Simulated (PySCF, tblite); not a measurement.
Potential energy curve for BeH (cation, charge +1), singlet.

GFN2-xTB, 300 K electronic temperature (tblite); UCCSD(T) = CCSD(T) on UHF/cc-pVQZ (PySCF 2.14.0).

Energies relative to the lowest point of each curve near equilibrium, in eV; the last columns give the difference from UCCSD(T):

| R / Å | GFN2-xTB | UCCSD(T) | GFN2-xTB − UCCSD(T) |
|---|---|---|---|
| 0.99 | 1.457 | 1.401 | 0.056 |
| 1.07 | 0.759 | 0.682 | 0.076 |
| 1.13 | 0.435 | 0.345 | 0.091 |
| 1.19 | 0.228 | 0.137 | 0.091 |
| 1.26 | 0.086 | 0.018 | 0.068 |
| 1.28 | 0.060 | 0.004 | 0.056 |
| 1.33 | 0.018 | 0.000 | 0.018 |
| 1.36 | 0.005 | 0.016 | -0.010 |
| 1.40 | 0.000 | 0.054 | -0.054 |
| 1.47 | 0.016 | 0.162 | -0.145 |
| 1.54 | 0.057 | 0.306 | -0.249 |
| 1.66 | 0.163 | 0.607 | -0.444 |
| 1.79 | 0.311 | 0.966 | -0.655 |
| 1.99 | 0.583 | 1.503 | -0.921 |
| 2.17 | 0.857 | 1.922 | -1.065 |
| 2.40 | 1.241 | 2.345 | -1.104 |
| 2.67 | 1.719 | 2.694 | -0.975 |
| 2.93 | 2.178 | 2.913 | -0.735 |
| 3.28 | 2.744 | 3.080 | -0.336 |
| 3.63 | 3.208 | 3.149 | 0.060 |
| 4.01 | 3.580 | 3.175 | 0.406 |
| 4.65 | 3.939 | 3.188 | 0.750 |
| 5.26 | — | 3.193 | — |

GFN2-xTB is furthest from UCCSD(T) at 2.40 (-1.104 eV, below); its mean absolute difference over the points is 0.380 eV.

A dash means that the run gave no value there, or that the column was ended at a point which the program doubted or which failed a test of continuity chosen for this set; such a test can also cut sound points.

The unrestricted determinant behind UCCSD(T) is spin-contaminated at 1.66 to 5.26 Å (<S²> up to 1.0, against 0.00 for a pure singlet).
